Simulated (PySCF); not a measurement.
SMILES c1ccccc1[SiH2]OC (GFN2-xTB optimised geometry):

```
19

C     -0.755    -3.493    -0.043
O     -0.541    -2.117    -0.029
Si    -1.661    -0.944     0.005
C     -0.639     0.630     0.000
C     -1.294     1.857     0.000
C     -0.588     3.046    -0.001
C      0.797     3.027    -0.001
C      1.466     1.815     0.000
C      0.752     0.630     0.000
H     -1.301    -3.811     0.849
H      0.216    -3.989    -0.067
H     -1.331    -3.788    -0.924
H     -2.547    -1.024    -1.166
H     -2.498    -1.048     1.210
H     -2.375     1.875    -0.001
H     -1.116     3.989    -0.002
H      1.352     3.955     0.000
H      2.547     1.795     0.000
H      1.275    -0.315     0.000
```

Calculation: PBE/def2-SVP (PySCF 2.14.0).

Task: What are the frontier orbital energies and the dipole moment?

Result: HOMO-2 -6.48 eV, HOMO-1 -6.23 eV, HOMO -6.21 eV, LUMO -1.22 eV, LUMO+1 -0.93 eV; dipole moment 0.63 D.

Meta-Löwdin charges at PBE/def2-SVP: C1 -0.09, O2 -0.57, Si3 0.81, C4 -0.22, C5 -0.10, C6 -0.11, C7 -0.10, C8 -0.11, C9 -0.09, H10 0.09, H11 0.11, H12 0.09, H13 -0.13, H14 -0.13, H15 0.10, H16 0.11, H17 0.11, H18 0.11, H19 0.11.
